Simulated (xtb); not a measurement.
Cl6W, charge +1, doublet, from a rough starting geometry (GFN-xTB shapes and energies of metal compounds can be far from the true ones) (the multiplicity is a formal guess); xtb 6.7.1 with GFN2-xTB.

xtb was given this input:
```
$ xtb mol.xyz --gfn 2 --chrg 1 --uhf 1 --opt vtight --json

# file mol.xyz
7

W      0.01946642    -0.01850833     0.02431120
Cl     2.06083778     0.88536959    -0.67874391
Cl     0.67427682     0.08096654     2.21173341
Cl    -0.63693066    -0.10184784    -2.19318260
Cl    -1.99870610    -0.88655412     0.67709105
Cl    -0.85100622     2.12994124     0.12573259
Cl     0.82872754    -2.15110317    -0.12087053
```

Task: Write the output that xtb gives for this input, abridged.

Result: 
```
   ID    Z sym.   atoms
    1   74 W      1
    2   17 Cl     2-7

           -------------------------------------------------
          |                Calculation Setup                |
           -------------------------------------------------

           -------------------------------------------------
          |                 G F N 2 - x T B                 |
           -------------------------------------------------

          ...................................................
          :                      SETUP                      :
          :.................................................:
          :  # basis functions                  70          :
          :  # atomic orbitals                  63          :
          :  # shells                           21          :
          :  # electrons                        47          :
          :  max. iterations                   250          :
          :  Hamiltonian                  GFN2-xTB          :
          :  restarted?                      false          :
          :  GBSA solvation                  false          :
          :  PC potential                    false          :
          :  electronic temp.          300.0000000     K    :
          :  accuracy                    1.0000000          :
          :  -> integral cutoff          0.2500000E+02      :
          :  -> integral neglect         0.1000000E-07      :
          :  -> SCF convergence          0.1000000E-05 Eh   :
          :  -> wf. convergence          0.1000000E-03 e    :
          :  Broyden damping             0.4000000          :
          :  net charge                          1          :
          :  unpaired electrons                  1          :
          ...................................................

 iter      E             dE          RMSdq      gap      omega  full diag
   1    -24.1639619 -0.241640E+02  0.195E+01    0.55       0.0  T
   2    -22.3300767  0.183389E+01  0.252E+01   11.36       1.0  T
   3    -28.0080317 -0.567796E+01  0.139E+01    3.95       1.0  T
   4    -28.4263919 -0.418360E+00  0.121E+01    3.51       1.0  T
   5    -28.5278957 -0.101504E+00  0.115E+01    3.41       1.0  T
   6    -28.6148066 -0.869109E-01  0.111E+01    3.32       1.0  T
   7    -28.7550451 -0.140238E+00  0.102E+01    3.17       1.0  T
   8    -29.1042393 -0.349194E+00  0.768E+00    2.75       1.0  T
   9    -29.5104626 -0.406223E+00  0.168E+00    2.11       1.0  T
[...]
 * total energy  :   -29.5177535 Eh     change        0.3482057E-04 Eh
 * total energy  :   -29.5177894 Eh     change       -0.3587703E-04 Eh
 * total energy  :   -29.5177656 Eh     change        0.2380482E-04 Eh
 * total energy  :   -29.5177935 Eh     change       -0.2791063E-04 Eh
 * total energy  :   -29.5177917 Eh     change        0.1815367E-05 Eh
 * total energy  :   -29.5177939 Eh     change       -0.2226450E-05 Eh
 * total energy  :   -29.5177921 Eh     change        0.1747623E-05 Eh
 * total energy  :   -29.5177942 Eh     change       -0.2100642E-05 Eh
 * total energy  :   -29.5177940 Eh     change        0.2460844E-06 Eh
 * total energy  :   -29.5177944 Eh     change       -0.3965510E-06 Eh
 * total energy  :   -29.5177943 Eh     change        0.4795225E-07 Eh
 * total energy  :   -29.5177944 Eh     change       -0.5555191E-07 Eh
   *** GEOMETRY OPTIMIZATION CONVERGED AFTER 35 ITERATIONS ***
         :: total energy             -29.517794394797 Eh    ::
[...]

     #   Z          covCN         q      C6AA      α(0)
     1  74 W        5.083     0.715   435.474    46.025
     2  17 Cl       1.295     0.052    97.686    15.121
     3  17 Cl       0.884     0.088    96.569    15.034
     4  17 Cl       1.295     0.052    97.689    15.121
     5  17 Cl       0.884     0.088    96.568    15.034
     6  17 Cl       0.908     0.003    99.090    15.229
     7  17 Cl       0.908     0.003    99.090    15.229

 Mol. C6AA /au·bohr⁶  :       6352.080710
 Mol. C8AA /au·bohr⁸  :     413485.677399
 Mol. α(0) /au        :        136.792853

Wiberg/Mayer (AO) data.
largest (>0.10) Wiberg bond orders for each atom

 ---------------------------------------------------------------------------
     #   Z sym  total        # sym  WBO       # sym  WBO       # sym  WBO
 ---------------------------------------------------------------------------
     1  74 W    7.320 --     5 Cl   1.504     3 Cl   1.504     6 Cl   1.393
                             7 Cl   1.393     2 Cl   0.764     4 Cl   0.763
     2  17 Cl   1.396 --     1 W    0.764     4 Cl   0.467
     3  17 Cl   1.852 --     1 W    1.504
     4  17 Cl   1.395 --     1 W    0.763     2 Cl   0.467
     5  17 Cl   1.852 --     1 W    1.504
     6  17 Cl   1.726 --     1 W    1.393     7 Cl   0.137
     7  17 Cl   1.726 --     1 W    1.393     6 Cl   0.137
 ---------------------------------------------------------------------------

Topologies differ in total number of bonds
Writing topology from bond orders to xtbtopo.mol

molecular dipole:
                 x           y           z       tot (Debye)
 q only:       -0.237      -0.161       0.566
   full:       -0.508      -0.310       1.137       3.262
molecular quadrupole (traceless):
                xx          xy          yy          xz          yz          zz
 q only:        0.629       1.385      -2.192      -0.124      -0.376       1.563
  q+dip:        0.754       0.580      -0.574       0.904       0.274      -0.180
   full:        1.180       1.054      -1.197       1.212       0.327       0.017

optimized geometry written to: xtbopt.xyz

           -------------------------------------------------
          | TOTAL ENERGY              -29.517794394797 Eh   |
          | GRADIENT NORM               0.000005387704 Eh/α |
          | HOMO-LUMO GAP               1.451713451189 eV   |
           -------------------------------------------------

normal termination of xtb
```
